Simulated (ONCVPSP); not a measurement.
## Fe (Z = 26): one change to an ONCV potential, before and after

| Property | Result |
| --- | --- |
| Element | iron |
| Generator | ONCVPSP 4.0.1 |
| Type | optimised norm-conserving Vanderbilt (ONCV) |
| Functional | PBEsol |
| Relativity | scalar-relativistic |
| Frozen core | [Ne] |
| Valence charge | 16 |
| Reference configuration | 3s2 3p6 3d6 4s1.75 4p0.25 |
| Partial waves | 3s+4s: rc 1.15 bohr, ncon 4, nbas 7, qcut 9.8 1/bohr, 2 projectors; 3p+4p: rc 1.75 bohr, ncon 4, nbas 8, qcut 10 1/bohr, 3 projectors, debl 0.4 Ha; 3d: rc 1.45 bohr, ncon 4, nbas 8, qcut 11 1/bohr, 3 projectors, debl 0.8 Ha; f scattering state at 0.38 Ha: rc 1.90 bohr, ncon 4, nbas 7, qcut 5.2 1/bohr, 2 projectors, debl 1.2 Ha |
| Local potential | polynomial inside 0.75 bohr (lpopt 5, dvloc0 3 Ha) |
| Core correction | Teter function, fcfact 3.25, rcfact 1.4 |

Change: all radii but the core radius scaled by about 0.79 (s 0.90, p 1.38, d 1.14, f 1.50 bohr); local potential polynomial inside 0.60 bohr (lpopt 5, dvloc0 3 Ha).

Cutoffs: the cutoffs (Ha) at which the residual kinetic energy of the hardest occupied pseudo-wave falls to 1 and 0.1 mHa per electron; they do not see the model core or the augmentation charge, which bear on the density cutoff. Errors are all-electron minus pseudo energies relative to the spin-unpolarised reference configuration.

Task: How do hardness, ghosts and transferability respond?

Result: The potential gets harder (47 Ha and 53 Ha → 62 Ha and 155 Ha); a bound ghost appears in d, which as a rule spoils a file; of the 3 tests that both files solve, the error grows in 0 and shrinks in 1 by more than 15 % and 0.3 meV (median size 0.1 → 0.2 meV). A smaller radius makes the pseudo-wave follow the all-electron one further in, where it bends more sharply, so more plane waves are needed.

| quantity | base | changed |
| --- | --- | --- |
| cutoff, loose | 47 Ha | 62 Ha |
| cutoff, tight | 53 Ha | 155 Ha |
| loose cutoff by channel | s 38 Ha, p 29 Ha, d 47 Ha | s 62 Ha, p 33 Ha, d 58 Ha |
| bound ghosts | none | d |
| GHOST(+) flags under 300 eV | f at 86.2 eV | f at 68.3 eV |
| tests with a reliable result | 3 of 4 | 3 of 4 |
| error for 3s2 3p6 3d6 4s2 4p0, meV [ΔE -1.01 eV] | +0.1 | +0.1 |
| error for 3s2 3p6 3d6 4s1 4p0, meV [ΔE 7.74 eV] | +0.1 | -0.2 |
| error for 3s2 3p6 3d7 4s1 4p0, meV [ΔE -1.81 eV] | +9.3 | +2.9 |
| rms error of d²Exc/dni dnj with the model core, mHa | 0.76 | 0.81 |

 A true bound ghost makes a file unfit for plane-wave use even where its test errors are small: the radial tests pick states by their node count and pass the ghost by.
